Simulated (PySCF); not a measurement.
**EPR parameters of C7H7O**

C7H7O (doublet state).
Numbering: `[CH2:1]=[C:2][C:3]1=[CH:4][CH2:5][CH2:6][C:7]1=[O:8]` (hydrogens: H9, H10 on C1; H11 on C4; H12, H13 on C5; H14, H15 on C6)

Cartesian coordinates in Å at the GFN2-xTB level; atoms count from 1:
```
atom  x, y, z in Å
C1     3.143   -0.273   -0.153
C2     1.857   -0.229   -0.174
C3     0.517   -0.127   -0.199
C4    -0.438   -1.074    0.144
C5    -1.826   -0.565   -0.004
C6    -1.667    0.855   -0.551
C7    -0.174    1.121   -0.633
O8     0.337    2.151   -0.987
H9     3.728   -0.598   -1.003
H10    3.718    0.011    0.720
H11   -0.218   -2.067    0.490
H12   -2.346   -0.572    0.961
H13   -2.411   -1.202   -0.675
H14   -2.092    0.966   -1.549
H15   -2.131    1.610    0.083
```

The hyperfine couplings belong to this conformer and change with its torsions.

Level of theory: PySCF 2.14.0, UKS B3LYP, pcH-1 on C H O, non-relativistic, mean-field spin-orbit, GIAO. Isolated species at its GFN2-xTB geometry, gas phase. The geometry wasn't refined by DFT: couplings that depend on bond lengths, twists or pyramidal angles can differ widely from those at the functional's own minimum. No stability test was run, so a lower SCF solution isn't excluded. ⟨S²⟩ is 0.779 where a pure state has 0.75.

```
g1, g2, g3        : 2.00200, 2.00219, 2.00248
g_iso             : 2.00222
Form of g         : rhombic: the two nearest values differ by 40 % of g3 − g1
⟨S²⟩              : 0.7790 (exact 0.7500)
α and β electrons : 29, 28
```

Hyperfine couplings atom by atom, in mT; T1 to T3 are the principal values of the dipolar part (MHz turned into mT with g_iso):

| atom | isotope | a_iso | T1 | T2 | T3 | Mulliken spin population |
| --- | --- | --- | --- | --- | --- | --- |
| C1 | 13C | -1.49 | -0.36 | 0.09 | 0.27 | -0.11 |
| C2 | 13C | 1.82 | -1.95 | -1.48 | 3.43 | 0.61 |
| C3 | 13C | -1.78 | -0.86 | 0.31 | 0.55 | -0.23 |
| C4 | 13C | 2.13 | -1.89 | -1.83 | 3.72 | 0.66 |
| C5 | 13C | -0.81 | -0.06 | 0.03 | 0.03 | -0.06 |
| C6 | 13C | 0.04 | -0.02 | -0.02 | 0.04 | 0.00 |
| C7 | 13C | 0.26 | -0.05 | 0.01 | 0.04 | 0.02 |
| O8 | 17O | 0.08 | -0.21 | -0.18 | 0.39 | -0.03 |
| H9 | 1H | 4.12 | -0.12 | -0.08 | 0.20 | 0.05 |
| H10 | 1H | 4.16 | -0.12 | -0.08 | 0.20 | 0.05 |
| H11 | 1H | -1.49 | -0.81 | -0.06 | 0.87 | -0.03 |
| H12 | 1H | 2.95 | -0.13 | -0.09 | 0.22 | 0.03 |
| H13 | 1H | 2.72 | -0.13 | -0.09 | 0.22 | 0.03 |
| H14 | 1H | -0.08 | -0.05 | -0.04 | 0.10 | 0.00 |
| H15 | 1H | -0.07 | -0.05 | -0.04 | 0.09 | 0.00 |

The Mulliken spin populations are largest on C4 (+0.66), C2 (+0.61), C3 (-0.23) and C1 (-0.11). The angles at C4 add up to 360.0°, so it is planar; its axial dipolar tensor and the negative coupling of its proton fit spin in a p orbital normal to that plane.

Axes: g1 points within 10° of the C1–C2 bond and g3 points within 5° of the C4–H11 bond.

Under fast tumbling the dipolar parts average out, and these isotropic splittings remain: 1 × 1H (H10, I = 1/2, 2 lines) with 4.16 mT, 1 × 1H (H9, I = 1/2, 2 lines) with 4.12 mT, 2 × 1H (H12/H13, I = 1/2, 3 lines) with 2.84 mT, 1 × 1H (H11, I = 1/2, 2 lines) with 1.49 mT and 2 × 1H (H14/H15, I = 1/2, 3 lines) with 0.07 mT.

Nuclei that the bonding pattern makes equivalent are averaged, as if the motion that swaps them (rotation, inversion, ring flip) were fast.

The 13C coupling of C4 (59.6 MHz) shows only in satellite lines or after enrichment, since that isotope makes up about 1.07 % of natural carbon.

Hardware: Arm Neoverse V1, one thread, no GPU, shared host with 64 logical CPUs at a one-minute load of 18. Cost: 61 s wall (with the writing of density and orbital grids), 0.96 GiB resident at most.
